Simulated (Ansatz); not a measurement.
Frontier orbitals of CH6NO3V, SMILES `C[N]=[V]([OH])([OH])[OH]`.

```xyz
12

C     0.6725    1.8930   -0.3796
N     0.2037    0.5965   -0.0717
V    -0.3179   -0.9036    0.1618
O    -0.2858   -1.6428   -1.4701
O     0.7642   -1.7600    1.2795
O    -1.9639   -0.8817    0.8280
H     0.8804    1.9776   -1.4522
H     1.5954    2.1134    0.1688
H    -0.0734    2.6500   -0.1123
H    -0.5790   -2.5614   -1.4868
H     1.5895   -1.3965    1.6043
H    -2.4858   -0.0843    0.9303
```

Total charge 0; spin multiplicity 1. Correlated methods include outer-core shells of V, which these sets cover unevenly. Scalar relativity is left out up to krypton. The geometry is a stationary point of PBE0-D4/def2-TZVP. It is one conformer, not always the lowest. Basis def2-TZVPP, Ansatz 0.2.0.

Orbital energies of one run (eV). Highest occupied ones, from the top: -7.45, -7.68, -8.25, -8.94, -9.27, -9.74, -10.01, -10.02, -11.89, -12.31, -12.31, -12.98, -13.43, -13.49. Empty: -1.75, -1.69, -0.86, -0.60, -0.50, -0.08.

Question: Which functional gave them?
A. ωB97M-V
B. B3LYP
C. ωB97X-V
D. revPBE

Answer: B. HOMO energies: B3LYP -7.45, ωB97M-V -10.02, ωB97X-V -10.10, revPBE -6.18 eV.

B3LYP here is the variant with VWN-RPA as its local correlation; programs differ in this.
